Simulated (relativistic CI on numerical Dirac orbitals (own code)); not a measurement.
**Calculated levels, Tb¹⁷⁺**

Computed by Dirac-Coulomb-Breit CI, separate exchange-only KLI orbitals for each configuration, model QED, unscaled Slater integrals (own radial code, finite nucleus).

CI space (outside the closed core [Ar] 3d10): 4s²4p⁶4d¹⁰4f², 4s²4p⁶4d¹⁰4f5s, 4s²4p⁶4d¹⁰5s², 4s²4p⁶4d¹⁰4f5p, 4s²4p⁶4d¹⁰5s5p, 4s²4p⁶4d¹⁰5p², 4s²4p⁶4d⁹4f³, 4s²4p⁶4d¹⁰5s5d, 4s²4p⁶4d¹⁰4f5d, 4s²4p⁶4d¹⁰5p5d, 4s²4p⁶4d¹⁰5d², 4s²4p⁶4d¹⁰4f5f, 4s²4p⁶4d¹⁰4f6s, 4s²4p⁶4d⁹4f²5s, 4s²4p⁵4d¹⁰4f³, 4s²4p⁶4d¹⁰4f6p, 4s²4p⁶4d¹⁰4f5g, 4s²4p⁶4d⁹4f²5p, 4s²4p⁶4d¹⁰4f6d, 4s4p⁶4d¹⁰4f³, 4s²4p⁶4d¹⁰4f7s, 4s²4p⁶4d¹⁰4f6g, 4s²4p⁵4d¹⁰4f²5s, 4s²4p⁶4d⁹4f²5f, 4s4p⁶4d¹⁰4f5s², 4s²4p⁶4d⁹4f²6p, 4s4p⁶4d¹⁰4f5p², 4s4p⁶4d¹⁰4f5s5d. Double excitations out of closed p, d and f shells are left out; levels of such configurations are missing from the list, as are those of other unlisted configurations, and high levels can miss mixing partners.

The lowest level is 4s²4p⁶4d¹⁰4f² ³H4, with 94 % of that term; Hund's rules for 4s²4p⁶4d¹⁰4f² give ³H with J = 4, in agreement.

| No. | Configuration | Term | J | E (eV) | % | Next component (%) | Landé g |
| --- | --- | --- | --- | --- | --- | --- | --- |
| 1 | 4s²4p⁶4d¹⁰4f² | ³H | 4 | 0.000 | 94 | 6 ¹G | 0.810 |
| 2 | 4s²4p⁶4d¹⁰4f² | ³H | 5 | 0.990 | 100 |  | 1.032 |
| 3 | 4s²4p⁶4d¹⁰4f² | ³F | 2 | 1.494 | 95 | 5 ¹D | 0.680 |
| 4 | 4s²4p⁶4d¹⁰4f² | ³H | 6 | 1.952 | 99 | 1 ¹I | 1.164 |
| 5 | 4s²4p⁶4d¹⁰4f² | ³F | 3 | 2.173 | 100 |  | 1.082 |
| 6 | 4s²4p⁶4d¹⁰4f² | ³F | 4 | 2.208 | 50 | 46 ¹G | 1.115 |
| 7 | 4s²4p⁶4d¹⁰4f² | ³F | 4 | 3.476 | 50 | 49 ¹G | 1.119 |
| 8 | 4s²4p⁶4d¹⁰4f² | ¹D | 2 | 5.248 | 80 | 16 ³P | 1.062 |
| 9 | 4s²4p⁶4d¹⁰4f² | ³P | 0 | 6.234 | 98 | 2 ¹S |  |
| 10 | 4s²4p⁶4d¹⁰4f² | ¹I | 6 | 6.426 | 99 | 1 ³H | 1.000 |
| 11 | 4s²4p⁶4d¹⁰4f² | ³P | 1 | 6.570 | 100 |  | 1.500 |
| 12 | 4s²4p⁶4d¹⁰4f² | ³P | 2 | 7.177 | 84 | 15 ¹D | 1.419 |
| 13 | 4s²4p⁶4d¹⁰4f² | ¹S | 0 | 14.500 | 98 | 2 ³P |  |
| 14 | 4s²4p⁶4d¹⁰4f5s | ³F° | 2 | 23.882 | 99 | 1 4s²4p⁶4d⁹4f²5p ³F° | 0.664 |
| 15 | 4s²4p⁶4d¹⁰4f5s | ³F° | 3 | 24.152 | 84 | 15 ¹F° | 1.069 |
| 16 | 4s²4p⁶4d¹⁰4f5s | ³F° | 4 | 25.112 | 99 | 1 4s²4p⁶4d⁹4f²5p ³F° | 1.249 |
| 17 | 4s²4p⁶4d¹⁰4f5s | ¹F° | 3 | 25.859 | 84 | 15 ³F° | 1.011 |
| 18 | 4s²4p⁶4d¹⁰4f5p | ³G | 3 | 54.119 | 66 | 26 ¹F | 0.843 |
| 19 | 4s²4p⁶4d¹⁰4f5p | ³F | 2 | 54.651 | 59 | 23 ¹D | 0.829 |
| 20 | 4s²4p⁶4d¹⁰4f5p | ³D | 3 | 55.516 | 41 | 39 ³F | 1.164 |
| 21 | 4s²4p⁶4d¹⁰5s² | ¹S | 0 | 55.620 | 99 | 1 4s²4p⁶4d¹⁰5p² ¹S |  |
| 22 | 4s²4p⁶4d¹⁰4f5p | ³G | 4 | 55.928 | 41 | 34 ³F | 1.105 |
| 23 | 4s²4p⁶4d¹⁰4f5p | ³F | 3 | 64.177 | 36 | 31 ³G | 0.953 |
| 24 | 4s²4p⁶4d¹⁰4f5p | ³F | 4 | 65.175 | 50 | 49 ³G | 1.149 |
| 25 | 4s²4p⁶4d¹⁰4f5p | ³D | 2 | 65.352 | 46 | 38 ³F | 0.949 |
| 26 | 4s²4p⁶4d¹⁰4f5p | ³D | 3 | 66.201 | 56 | 25 ¹F | 1.200 |
| 27 | 4s²4p⁶4d¹⁰4f5p | ³D | 1 | 66.384 | 100 |  | 0.496 |
| 28 | 4s²4p⁶4d¹⁰4f5p | ³G | 5 | 66.625 | 100 |  | 1.199 |
| 29 | 4s²4p⁶4d¹⁰4f5p | ¹G | 4 | 66.859 | 75 | 15 ³F | 1.041 |
| 30 | 4s²4p⁶4d¹⁰4f5p | ¹D | 2 | 68.174 | 61 | 36 ³D | 1.049 |
| 31 | 4s²4p⁶4d¹⁰5s5p | ³P° | 0 | 80.886 | 100 |  |  |
| 32 | 4s²4p⁶4d¹⁰5s5p | ³P° | 1 | 82.811 | 89 | 11 ¹P° | 1.445 |
| 33 | 4s²4p⁶4d¹⁰5s5p | ³P° | 2 | 91.988 | 100 |  | 1.500 |
| 34 | 4s²4p⁶4d¹⁰5s5p | ¹P° | 1 | 99.374 | 87 | 11 ³P° | 1.053 |
| 35 | 4s²4p⁶4d¹⁰4f5d | ³F° | 2 | 111.326 | 71 | 24 ¹D° | 0.769 |
| 36 | 4s²4p⁶4d¹⁰4f5d | ¹G° | 4 | 111.369 | 51 | 41 ³H° | 0.933 |
| 37 | 4s²4p⁶4d¹⁰4f5d | ³G° | 3 | 111.425 | 83 | 11 ¹F° | 0.796 |
| 38 | 4s²4p⁶4d¹⁰4f5d | ³G° | 4 | 112.325 | 38 | 33 ³H° | 0.989 |
| 39 | 4s²4p⁶4d¹⁰4f5d | ³F° | 3 | 112.696 | 83 | 10 ³D° | 1.098 |
| 40 | 4s²4p⁶4d¹⁰4f5d | ³D° | 1 | 113.183 | 81 | 11 ¹P° | 0.621 |
| 41 | 4s²4p⁶4d¹⁰4f5d | ³G° | 4 | 113.211 | 57 | 23 ³H° | 0.985 |
| 42 | 4s²4p⁶4d¹⁰4f5d | ³H° | 5 | 113.321 | 77 | 19 ³G° | 1.062 |
| 43 | 4s²4p⁶4d¹⁰4f5d | ¹D° | 2 | 113.823 | 57 | 21 ³F° | 1.029 |
| 44 | 4s²4p⁶4d¹⁰4f5d | ³D° | 3 | 113.892 | 41 | 37 ¹F° | 1.114 |
| 45 | 4s²4p⁶4d¹⁰4f5d | ³D° | 2 | 114.015 | 87 | 7 ³F° | 1.137 |
| 46 | 4s²4p⁶4d¹⁰4f5d | ³G° | 5 | 114.205 | 73 | 22 ³H° | 1.154 |
| 47 | 4s²4p⁶4d¹⁰4f5d | ³F° | 4 | 114.236 | 75 | 19 ¹G° | 1.188 |
| 48 | 4s²4p⁶4d¹⁰4f5d | ³H° | 6 | 115.180 | 99 |  | 1.166 |
| 49 | 4s²4p⁶4d¹⁰4f5d | ³P° | 1 | 115.479 | 77 | 13 ³D° | 1.323 |
| 50 | 4s²4p⁶4d¹⁰4f5d | ³D° | 3 | 115.605 | 48 | 47 ¹F° | 1.154 |
| 51 | 4s²4p⁶4d¹⁰5p² | ³P | 0 | 115.616 | 79 | 20 ¹S |  |
| 52 | 4s²4p⁶4d¹⁰4f5d | ³P° | 0 | 115.769 | 99 | 1 4s²4p⁶4d⁹4f²5p ³P° |  |
| 53 | 4s²4p⁶4d¹⁰4f5d | ³P° | 2 | 116.133 | 76 | 16 ¹D° | 1.392 |
| 54 | 4s²4p⁶4d¹⁰4f5d | ¹H° | 5 | 116.401 | 91 | 7 ³G° | 1.014 |
| 55 | 4s²4p⁶4d¹⁰4f5d | ¹P° | 1 | 118.010 | 79 | 15 ³P° | 1.050 |
| 56 | 4s²4p⁶4d¹⁰5p² | ³P | 1 | 124.470 | 100 |  | 1.500 |
| 57 | 4s²4p⁶4d¹⁰5p² | ¹D | 2 | 124.786 | 61 | 33 ³P | 1.165 |
| 58 | 4s²4p⁶4d¹⁰5p² | ³P | 2 | 135.025 | 66 | 26 ¹D | 1.329 |
| 59 | 4s²4p⁶4d¹⁰5p² | ¹S | 0 | 140.644 | 77 | 21 ³P |  |
| 60 | 4s²4p⁶4d¹⁰5s5d | ³D | 1 | 142.865 | 100 |  | 0.498 |
| 61 | 4s²4p⁶4d¹⁰5s5d | ³D | 2 | 143.600 | 98 | 1 ¹D | 1.164 |
| 62 | 4d⁹4f³(4I°) | ⁵H° | 3 | 143.684 | 51 | 43 ⁵G° | 0.696 |
| 63 | 4d⁹4f³(4I°) | ⁵H° | 4 | 143.737 | 57 | 32 ⁵G° | 0.974 |
| 64 | 4d⁹4f³(4I°) | ⁵H° | 5 | 144.117 | 61 | 28 ⁵G° | 1.130 |
| 65 | 4d⁹4f³(4I°) | ⁵G° | 2 | 144.132 | 98 | 2 ³F° | 0.339 |
| 66 | 4d⁹4f³(4I°) | ⁵H° | 6 | 144.735 | 62 | 26 ⁵G° | 1.225 |
| 67 | 4s²4p⁶4d¹⁰5s5d | ³D | 3 | 144.968 | 100 |  | 1.333 |
| 68 | 4d⁹4f³(4F°) | ⁵D° | 3 | 145.430 | 68 | 23 ⁵F° | 1.412 |
| 69 | 4d⁹4f³(4F°) | ⁵D° | 4 | 145.436 | 69 | 18 ⁵F° | 1.431 |
| 70 | 4d⁹4f³(4F°) | ⁵D° | 2 | 145.489 | 70 | 21 ⁵F° | 1.374 |

Energies count from the lowest computed level; ° marks odd parity. Percentages are summed over parent terms; the parents shown are those of the largest component, closed shells are left out there.

The mean weight of the leading LS term, summed over parents, in these 70 levels is 77 %, and that of the leading jj configuration (from the same eigenvectors) 83 %.

At this charge transitions that keep the count of f electrons are usually good to a few per cent. Terms inside the open d or f shell come out 10 to 20 % too wide with unscaled integrals. Levels that differ in their count of f electrons can be misplaced by several ten thousand cm⁻¹, since the correlation energy of f electrons is missing or only estimated; rates across such gaps can be off by orders of magnitude.

Landé's interval rule says that E(J) − E(J−1) = AJ with one A. For the ground term the intervals give A = 1596.7, 1293.0 cm⁻¹ for J = 5, 6; the multiplet is regular.

LS names give the leading component of a level, which can be under half, so a name can repeat, a term be missing and a line seem to break the LS rules.
